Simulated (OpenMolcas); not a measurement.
Ni4+ among 6 point charges of -2 e arranged as a tetragonal octahedron (D4h), 2.06 Å from the ion, with the axial distance 1.916 Å.

```
Program             : OpenMolcas
Method              : CASSCF
Basis               : ANO-RCC-VDZP [5s4p2d1f]
Scalar Hamiltonian  : DKH2, point nucleus
Active space        : 6 electrons in 5 orbitals (3d)
State averaging     : 2S+1 = 5 even, 5 roots; 2S+1 = 3 even, 45 roots; 2S+1 = 1 even, 50 roots
Spin-orbit coupling : state interaction with AMFI integrals over the reference wave functions
```

Problem. What is the spin-free ground state (labels of D4, the rotations of D4h)?

Solution. 5B2, 1-fold in its orbital part, 100 % from free-ion D terms; it has the highest spin that d6 allows.

Problem. Where is the first state of the same spin?

Solution. 5E at 1260 cm-1 above the ground state.

Problem. What are the lowest two levels with spin-orbit coupling?

Solution. A 1-fold level A1, then a 1-fold level A2 3.1 cm-1 above it. Their leading multiplicities are 5 (100 %) and 5 (100 %).

Problem. What is χT at 300 K, and how does it compare with the textbook value?

Solution. The lowest level has 2S+1 = 5, for which the spin-only value is χT = S(S+1) / 2 = 3.000 cm3 K/mol (g = 2). The computed 4.478 at 300 K differs by +1.478, through orbital momentum, spin-orbit coupling and any other state in reach.

Without dynamic correlation the repulsion within the d shell is too large (B by tens of per cent), so at a given field states of lower spin stand too high. Point charges give a weaker field than real ligands, and real ions of this kind are often low spin; the high spin found here belongs to the model. The ground term spreads over less than 5000 cm-1, several times less than with real ligands, so orbital moments are less quenched and χT lies further from the spin-only value than at real sites. This is an electrostatic model: the charges have no orbitals. No measured value stands beside these numbers.
